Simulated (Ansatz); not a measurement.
Molecule: dihydroxysilane, sum formula H4SiO2, charge 0, multiplicity 1. 
Structure (B3LYP-D3(BJ)/def2-TZVP (Ansatz, a first-principles code) minimum search):
```xyz
7

Si    -0.2925    -0.2931     0.1712
O     -0.7095     1.2473    -0.2304
O      1.2327    -0.7182    -0.2769
H     -1.1896    -1.1614    -0.6019
H     -0.4295    -0.4631     1.6397
H     -0.4451     1.9714     0.3410
H      1.9733    -0.4760     0.2832
```
Charge 0, spin multiplicity 1.

Basis-set convergence of Hartree-Fock and CCSD(T) correlation energies (hartree) with Ansatz. Valence correlation only, unless marked. No spin-orbit coupling. Non-relativistic.

```tsv
basis	functions	E(HF)	E(corr, CCSD(T))
cc-pV(D+d)Z	71	-441.08633	-0.51396
cc-pV(T+d)Z	155	-441.16744	-0.65186
cc-pV(Q+d)Z	294	-441.18536	-0.69849
cc-pV(5+d)Z	502	-441.18939	-0.71464
```

Extrapolating the two largest sets (X = 4 and 5) as X^-3: E(corr) = (125·(-0.71464) - 64·(-0.69849))/61 = -0.7316 Eh, an estimate of the basis-set limit. The largest set recovers 97.7 % of it, the smallest 70.3 %.
